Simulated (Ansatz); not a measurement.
Basis-set extrapolation for CH6AlNOS, SMILES `C[NH][Al]([OH])[SH]` (PBE0-D4/def2-TZVP geometry, frozen core, Ansatz). Multiplicity 1, RHF reference.

```json
{"": "HF", "def2-TZVPP": "-810.360412", "def2-QZVPP": "-810.387498"}
{"": "MP2 correlation", "def2-TZVPP": "-0.882089", "def2-QZVPP": "-0.950468"}
{"": "CCSD(T) correlation", "def2-TZVPP": "-0.959622", "def2-QZVPP": "not run"}
```

Energies in hartree. Use E(X) = E(∞) + A·exp(−7.88·√X) for Hartree–Fock and E(X) = E(∞) + B·X^(−2.97) for correlation, with X = 3 and 4, and add CCSD(T) minus MP2 of the smaller set to the MP2 limit.

Task: What is the CCSD(T) energy at the basis-set limit?

Result: HF limit: -810.387498 + (-0.027086) × 0.13774 = -810.39123. MP2 limit: -0.950468 + (-0.068379) × 0.74074 = -1.00112. Higher-order term: -0.959622 − (-0.882089) = -0.07753. Total: -811.46988 hartree, 393.4 kJ/mol below CCSD(T)/def2-TZVPP.
